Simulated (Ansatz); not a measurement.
Input for Ansatz (a first-principles code): R-PBE/def2-TZVPPD on CH4 (SMILES C). The basis file is the Basis Set Exchange's JSON of that set.

Ansatz 0.2 input:
```yaml
crystal:
  periodic: [false, false, false]
  atoms:
    - {symbol: C, position_ang: [-0.00000087, -0.00000019, -0.00000072]}
    - {symbol: H, position_ang: [-0.71147049, -0.28402171, -0.77428835]}
    - {symbol: H, position_ang: [0.11589785, 1.08300416, 0.00698060]}
    - {symbol: H, position_ang: [-0.36736806, -0.33208942, 0.97012181]}
    - {symbol: H, position_ang: [0.96294157, -0.46689284, -0.20281334]}
basis:
  gaussian:
    orbitals: def2-TZVPPD.json
hamiltonian:
  xc: {name: PBE}
scf: {lower_state_search: off}
```

### Question
Predict the final total energy.

### Answer
-40.4643 hartree.
